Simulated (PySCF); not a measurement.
## RbBe and its ions

PBE0; basis Rb def2-TZVP with ECP28, Be def2-TZVP; scalar-relativistic core potentials; PySCF 2.14. Neutral (UKS): doublet (σ ↑), Re = 3.589 Å, ωe = 145 cm⁻¹, De = 0.26 eV, HOMO -2.92 eV, LUMO -1.26 eV.

RbBe⁺ (UKS): singlet (closed shell), Re = 3.701 Å, ωe = 117 cm⁻¹, De = 0.20 eV to Rb⁺ + Be. The energies at the minima are -38.72682 hartree for RbBe and -38.57000 for RbBe⁺.

Q: Work out the adiabatic ionisation energy, without and with harmonic zero-point energies (1 hartree = 27.2114 eV, 1 eV = 8065.5 cm⁻¹), and the change of the bond length.

A: At PBE0: 0.15682 hartree = 4.267 eV between the minima; the zero-point term (117.0 − 145.0)/2 cm⁻¹ = -0.002 eV makes it 4.266 eV. Re changes by +11.2 pm against the neutral. The electron leaves a σ orbital; in so polar a molecule the change of length follows mostly from the change of the ionic charges.

Closed-shell solutions of metal pairs were not tested for spin polarisation, which can lower them a little. Weak bonds: RbBe, RbBe⁺. Basis-set superposition, not corrected here, can be much of De in a small basis, most of all at correlated wavefunction levels. For an ion De counts to the pair picked by the measured ionisation energies or electron affinities, which need not be the lowest pair at this level. States were picked by a PBE0 search and need not be the measured ground states.
